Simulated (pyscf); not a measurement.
`[SnH2]` [singlet] + `[GeH4]` -> `[SnH4]` + `[GeH2]` [singlet], a concerted two-bond exchange (singlet surface; Ge–H, Ge–H broken, H–Sn, H–Sn formed). Optimised with ωB97X-D3(BJ)/def2-SVP in PySCF. Correlated levels are frozen-core, on RHF or UHF. ΔMP2 is the change of the MP2 total energy from the triple- to the quadruple-zeta basis. Energies in kcal/mol from the separated reactants.

Small-basis levels: PySCF, no dispersion term, spherical d functions. AM1 to PM7: differences of heats of formation from MOPAC, which are fitted to 298 K values and so differ in kind from electronic energies by zero-point and thermal terms. 

| level | barrier | reaction energy |
|---|---|---|
| HF/6-31G*+LANL2DZ | 62.8 | +18.9 |
| BP86/6-31G*+LANL2DZ | 30.7 | +19.6 |
| PBE/6-31G*+LANL2DZ | 28.2 | +20.3 |
| B3LYP/LANL2DZ | 39.0 | +18.9 |
| M06-2X/6-31G*+LANL2DZ | 38.2 | +19.3 |
| B3LYP/6-311+G**+LANL2DZ | 36.8 | +18.6 |
| AM1 | 10.1 | +30.3 |
| PM6 | 35.2 | +37.0 |
| PM7 | 38.9 | +47.1 |
| CCSD(T)/def2-TZVPP + ΔMP2(QZVPP) | 34.5 | +22.2 |

Against the last row the barrier runs from -24.5 (AM1) to +28.2 kcal/mol (HF/6-31G*+LANL2DZ). At AM1, PM6, PM7 this geometry lies under one side, so the entry may be no barrier of that level: it is a single point on another level's saddle. CCSD(T)/def2-TZVPP + ΔMP2(QZVPP) has limits of its own. On the reactant side the descent ends in a bound adduct, 8.3 kcal/mol under the separated species and 44.0 kcal/mol under the saddle at ωB97X-D3(BJ)/def2-TZVP. On the product side the descent ends in an adduct with a Ge–Sn, Ge–H contact, 15.5 kcal/mol under the separated species and 30.2 kcal/mol under the saddle at ωB97X-D3(BJ)/def2-TZVP. What is counted as broken (Ge–H) persists as a longer contact in the product adduct; parting that adduct is a step of its own. The same reactants have a lower exit, to H₃Ge–SnH₃ (barrier +13.1 kcal/mol at ωB97M-D3(BJ)/def2-TZVP, against +39.5 kcal/mol here). This is the saddle that the search found; another between the same sides may lie lower. The CCSD(T) − MP2 part came from Ansatz, without density fitting, on the same reference. The frozen core leaves the outer d or s,p core shells of the metals and heavy elements correlated in the MP2 and CC values, and def2-TZVPP describes them poorly, which can shift differences by a few kcal/mol. In the def2 sets elements up to Kr have no core potential. In the def2 sets elements past Kr carry core potentials, without spin-orbit coupling.
